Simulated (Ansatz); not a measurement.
```xyz
9

F    -1.933   -1.002    1.089
B    -0.883   -0.458    0.497
N    -0.343   -0.568   -0.821
C     0.703    0.364   -0.396
N     0.122    0.453    0.945
H    -0.744   -0.563   -1.741
H     0.697    1.318   -0.934
H     1.707   -0.072   -0.420
H     0.674    0.527    1.781
```

The species carries charge 0 and has multiplicity 1.

List the PBE/def2-TZVPP orbital energies in eV (Ansatz 0.2.0). (Estimate.)

The calculation gave: Occupied: -659.81, -380.20, -380.20, -270.66, -178.03, -29.83, -24.04, -20.16, -15.86, -14.33, -12.69, -11.93, -11.25, -10.36, -10.19, -9.18, -8.88, -6.31, -5.93. Lowest empty: 0.28, 0.72, 1.03, 1.17, 1.97, 2.00, 3.04, 3.22.
